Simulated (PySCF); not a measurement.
H10Si4, triplet, at the geometry of the source list (a higher spin typed on purpose: for a closed-shell molecule this is an excited state).

PySCF was given this input:
```python
from pyscf import gto, scf, dft

mol = gto.Mole()
mol.atom = '''
    Si    2.098800   -0.873000    0.892900
    Si    1.094900    1.112000    0.257600
    Si   -0.717300    0.797700   -1.162400
    Si   -2.374600   -0.521200   -0.232300
    H     3.280500   -0.736400    1.746500
    H     1.154600   -1.721800    1.625400
    H     2.525300   -1.643100   -0.279300
    H     2.093500    2.032300   -0.310600
    H     0.632100    1.835000    1.455500
    H    -0.234300    0.176000   -2.408200
    H    -1.281500    2.072900   -1.634200
    H    -2.842000    0.042300    1.037700
    H    -3.566900   -0.711800   -1.060400
    H    -1.863200   -1.860900    0.071800
'''
mol.basis = 'def2-sv(p)'
mol.charge = 0
mol.spin = 2
mol.verbose = 4
mol.build()

mf = dft.UKS(mol)
mf.xc = 'o3lyp'
mf = mf.density_fit(auxbasis='def2-universal-jkfit')
mf.kernel()
```

Task: What does this run give for the <S^2>, nuclear repulsion energy, Mulliken (on the basis functions themselves) charges in atom order, total energy, number of basis functions?

Result: 
The <S^2> is 2.005 and the nuclear repulsion energy comes out as 325.2244 Eh. The Mulliken (on the basis functions themselves) charges in atom order is Si1 0.03, Si2 -0.07, Si3 -0.07, Si4 0.03, H5 0.01, H6 0.00, H7 0.00, H8 0.01, H9 0.02, H10 0.02, H11 0.01, H12 0.00, H13 0.01, H14 0.00. The total energy comes out as -1163.3081 Eh and the number of basis functions is 92.

These values belong to the state on which the SCF converged, which isn't shown to be the lowest.

Task: Roughly what does it cost on one core?

Result: around 26 core-seconds (rough).
